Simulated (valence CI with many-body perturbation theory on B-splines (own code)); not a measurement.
Values are calculated unless marked as measured or tabulated.
**Run record, Sb XXXIX**

The program does CI of the valence electrons with many-body perturbation theory for a frozen closed Dirac-Fock core.

Command, and the settings that its task file holds:

```sh
python run_cv.py task.json out
```

```
atom Sb  Z=51  mass_number=121  rms_radius_fm=4.6802
core [Ne]
valence 3s2 3p1
avg = 1
basis = S
breit = 1
cap = 10000
capref = 1200
cscale = 1
de = 0.0
dress = 0
eps = 2e-08
extrap = 1
h = 0.27
hh = 1
l2 = 3
lcore = 6
maxit = 60
n2 = 1
natural = 1
nlev = 20
nno = [3, 3, 3, 2, 1]
nroot = 26
ns = 3
nsp = [3, 3, 2, 1, 0]
pt2 = 1
qed = 1
rpa = 1
s1 = 1
s2 = 1
s3 = 1
screen = 1
tol = 2e-05
whole = 1
```

Log. The first blocks belong to the next ion, which gives the ionisation energy. Fields: 2J, parity (1 odd), roots, reference size, generating configurations, candidates as configurations/state functions, variational space P, stored matrix elements, Davidson steps; e2 is the range of second-order energies in hartree. The first line gives the box (bohr), its intervals, the orbitals and the steps of their self-consistent field. Window is the range of levels sought, series limit the energy at which the first omitted orbital would enter, core excitation an estimate of the first excitation out of the core, left out the lowest levels not solved, and shifts from estimates the range by which levels moved from their first estimate, all in cm⁻¹.

```
rmax 2.2 intervals 56 orbitals 36 references ['3s2 3p', '3s 3p2', '3s2 3d', '3p3', '3s 3p 3d'] scf 3 t 0.6
2J=0 par=0 roots 2 ref 15 generators 4 cand 92/92 P 107/107 nnz 0 it 0
   second order: generators 7 cand 0/0 e2 -0.00000 -0.00000
reference levels 467, estimated 44, window 2477770 1/cm; series limit 14300087, core excitation 30062781
2J=1 par=1 roots 3 ref 37 generators 8 cand 38/66 P 1039/1543 nnz 0 it 3
2J=1 par=1 roots 3 ref 37 generators 9 cand 78/125 P 1117/1668 nnz 0 it 4
   second order: generators 13 cand 457/685 e2 -0.00000 -0.00000
2J=3 par=1 roots 6 ref 60 generators 13 cand 61/144 P 1232/2539 nnz 1e+06 it 3
2J=3 par=1 roots 6 ref 60 generators 14 cand 81/198 P 1313/2737 nnz 1.2e+06 it 4
   second order: generators 17 cand 518/1148 e2 -0.00000 -0.00000
2J=1 par=0 roots 3 ref 47 generators 9 cand 155/234 P 813/1192 nnz 0 it 0
2J=1 par=0 roots 3 ref 47 generators 9 cand 176/275 P 989/1467 nnz 0 it 4
   second order: generators 11 cand 345/513 e2 -0.00000 -0.00000
2J=3 par=0 roots 5 ref 73 generators 11 cand 62/140 P 1111/2245 nnz 0 it 4
2J=3 par=0 roots 5 ref 73 generators 13 cand 138/320 P 1249/2565 nnz 1.1e+06 it 4
   second order: generators 17 cand 567/1311 e2 -0.00000 -0.00000
2J=5 par=0 roots 4 ref 71 generators 11 cand 50/133 P 1140/2432 nnz 0 it 3
2J=5 par=0 roots 4 ref 71 generators 12 cand 94/247 P 1234/2679 nnz 1.2e+06 it 4
   second order: generators 17 cand 622/1724 e2 -0.00001 -0.00000
2J=5 par=1 roots 4 ref 55 generators 9 cand 77/226 P 1201/2704 nnz 1.2e+06 it 3
2J=5 par=1 roots 4 ref 55 generators 11 cand 59/174 P 1260/2878 nnz 1.4e+06 it 4
   second order: generators 13 cand 356/881 e2 -0.00000 -0.00000
2J=7 par=1 roots 2 ref 36 generators 4 cand 57/163 P 985/2117 nnz 0 it 3
2J=7 par=1 roots 2 ref 36 generators 7 cand 80/219 P 1065/2336 nnz 0 it 4
   second order: generators 7 cand 135/320 e2 -0.00000 -0.00000
left out: unestimated 3591894, estimated 2801841, shifts from estimates -0 to 0
```

(1) What became of the run, and why?

Results:

(1) It gave no result: the setting left no core shell for the response of the core. The program said: "need at least one array to concatenate".
